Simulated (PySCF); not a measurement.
**Checking a proposed structure**

A compound C5H5F3O2 gives the data below (simulated from a calculation) and was assigned the structure `FC(F)OC1=COC[C@H]1F`.

13C{1H} NMR (computed): δ 143.5 (CH), 133.3 (CH), 130.3 (C), 112.2 (CH), 81.0 (CH2).

1H NMR (400 MHz, computed): δ 6.72 (m, 1H), 6.58 (m, 1H), 6.13 (m, 1H), 5.20 (m, 1H), 5.03 (m, 1H).

All values are calculated (PySCF 2.14.0 with density-fitted response routines): GIAO PBE0/pcSseg-1 shieldings, GFN2-xTB geometry. One conformer, no relativistic terms, one averaged value for each set of equivalent atoms, no solvent.

Scale: 1H and 13C vs TMS (reference shieldings calculated alike).

**Question.** Compare with the shifts computed for the proposed structure, pairing carbons in order of shift.

**Answer.** Atom-mapped SMILES (the numbers label the heavy atoms): `[F:1][CH:2]([F:3])[O:4][C:5]1=[CH:6][O:7][CH2:8][C@H:9]1[F:10]`; H(Xn) means a hydrogen on atom n.

```csv
atom,computed for proposal,given list,difference
C6,146.8,143.5,+3.3
C5,140.5,133.3,+7.2
C2,123.0,130.3,-7.3
C9,96.9,112.2,-15.3
C8,78.7,81.0,-2.3
```

The rms difference is 8.4 ppm and the largest -15.3 ppm at C9 (allylic sp3 CH bonded to F). The carbon types in order of shift don't match either: CH, C, CH, CH, CH2 for the proposal against CH, CH, C, CH, CH2 in the data. The proposal doesn't fit.

**Question.** Which isomer fits?

**Answer.** `FC(F)(F)O[C@@H]1C=CCO1`.

Carbon types of the structure: 1 × C, 3 × CH, 1 × CH2, which accounts for all hydrogens. δC 143.5, 133.3: alkene CH; an sp2 carbon of a C=C bond. δC 130.3: CF3 carbon; 4 electronegative neighbours deshield it. δC 112.2: sp3 carbon bearing two oxygens; 2 electronegative neighbours deshield it. δC 81.0: allylic sp3 CH2 bonded to O; deshielded by the electronegative neighbour.

Other isomers checked: C=C(C(=O)OC)C(F)(F)F (rms 19.4 ppm).

The data come from this structure; uniqueness wasn't tested.

Splittings by 19F in the carbon and heteronuclear signals aren't shown, as no couplings were computed. Shifts are as computed. Against solution values, carbons near 30 ppm lie about +3 ppm off and those near 130 ppm about +5 ppm. Of 1211 compounds with measured shifts, 218 miss one by over three times the rms of a fit or turn the order of signals round; such compounds aren't used in these exercises. No couplings were computed; multiplicities are counted from neighbouring protons, with m where these are inequivalent, close in shift, in a saturated or five-membered ring or joined by F or P, and br s for small geminal =CH2 splittings.
